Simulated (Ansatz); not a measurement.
`C[O][ZnH]` and `C[O][Zn][O][SiH3]` differ in one atom or group.

Ansatz, PBE0-D4/def2-TZVP geometries, multiplicity 1. Each molecule was computed in one conformer, which needn't be the lowest.

Outer-core shells of Zn are correlated without core-valence functions. Scalar relativity is left out up to krypton.

```
                                            property  `C[O][ZnH]`
  size of the dipole moment (ωB97M-V/def2-TZVPP) / D         1.13
                 HOMO–LUMO gap (PBE/def2-TZVPP) / eV         4.67
      size of the dipole moment (PBE/def2-TZVPP) / D         0.99
vertical ionisation energy (CCSD(T)/def2-TZVPP) / eV         9.75
                   HOMO energy (PBE/def2-TZVPP) / eV        -5.83
               HOMO energy (ωB97M-V/def2-TZVPP) / eV        -9.71
```

**Question.** Give the same properties after the change, and the shifts. (Best estimate.)

**Answer.** The calculation gave: 
```
                                            property  `C[O][Zn][O][SiH3]`  shift
  size of the dipole moment (ωB97M-V/def2-TZVPP) / D                 1.46   0.33
                 HOMO–LUMO gap (PBE/def2-TZVPP) / eV                 3.98  -0.69
      size of the dipole moment (PBE/def2-TZVPP) / D                 1.46   0.47
vertical ionisation energy (CCSD(T)/def2-TZVPP) / eV                10.08   0.33
                   HOMO energy (PBE/def2-TZVPP) / eV                -6.17  -0.34
               HOMO energy (ωB97M-V/def2-TZVPP) / eV               -10.08  -0.37
```

With PBE0 the HOMO falls by 0.38 eV and the LUMO falls by 0.86 eV, so the gap narrows by about 0.48 eV. PBE moves the HOMO by -0.34 eV and ωB97M-V by -0.37 eV. Dipoles are sizes alone; their direction can turn.
